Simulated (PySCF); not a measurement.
# A survey of $^{19}$F NMR shifts

Computational details: geometry: GFN2-xTB, NMR shieldings at PBE0/pcSseg-1/GIAO, in PySCF 2.14.0 with density-fitted response routines (in vacuum, no relativistic terms, one computed conformer, rapidly exchanging positions averaged).

Shieldings were converted by a linear fit to measured shifts: $^{19}$F (scatter 6.0 ppm rms, 7.0 ppm with the 5 outliers that the fit left out vs CFCl3, solution or neat liquid, with a term for F on sp3 carbon). Occasional misses reach two or three times the rms, and more in compound classes unlike the fitted ones.

(1) Give the $^{19}$F shifts of `C=C[C@@H]1OCO[C@@H](F)O1`.

(2) Order these by $^{19}$F shift, lowest first.
A. N#Cc1cc(F)on1
B. CO[C@@H]1OC[C@H](F)C1=O
C. NC(=O)CCF
D. Cc1cc(F)c(C2CC2)nn1

## Answers

(1) 
```tsv
compound	environment	δ (ppm)
C=C[C@@H]1OCO[C@@H](F)O1	fluorine on an sp3 carbon	-100.8
```

(2) C (-232.0 ppm, fluorine on an sp3 carbon), B (-203.7 ppm, fluorine on an sp3 carbon), D (-130.5 ppm, aryl fluorine), A (-102.5 ppm, aryl fluorine).
